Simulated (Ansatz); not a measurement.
PtS2⁻, relaxed as a doublet with UKS PBE0-D4/def2-TZVPD in Ansatz, starting from the GFN2-xTB geometry. Force threshold 0.02 eV/Å.

In the def2 sets Pt takes a core potential; there is no spin–orbit coupling. The structure comes from a short search, and lower isomers may exist.

Start:

Cartesian coordinates in Å:
```
Pt 0.000 -0.001 0.001
S -2.050 -0.342 0.421
S 2.049 0.343 -0.422
```

Problem. Estimate the energy that the relaxation releases and the steps that it takes.

Solution. 0.03 eV, in 14 steps; 33 s on 4 threads of Arm Neoverse V1 on a shared host. The force fell under the threshold at step 3, but the optimiser went on and released 0.025 eV more. No frequencies were taken in this run, so the end may be a saddle point.

Problem. Does the start keep its bonding and symmetry?

Solution. By distances, no bond broke or formed. The bond that changes most is Pt1–S2, from 2.12 to 2.11 Å (atoms count from 1). Point group D∞h at the start, C2v at the end, both within 0.05 Å.

Problem. Predict the relaxed structure.

Solution. 
```xyz
3

Pt    0.0783   -0.2560    0.1738
S    -2.0247   -0.2028    0.3211
S     1.9464    0.4588   -0.4949
```
Bond lengths: 2 × Pt–S 2.11 Å.
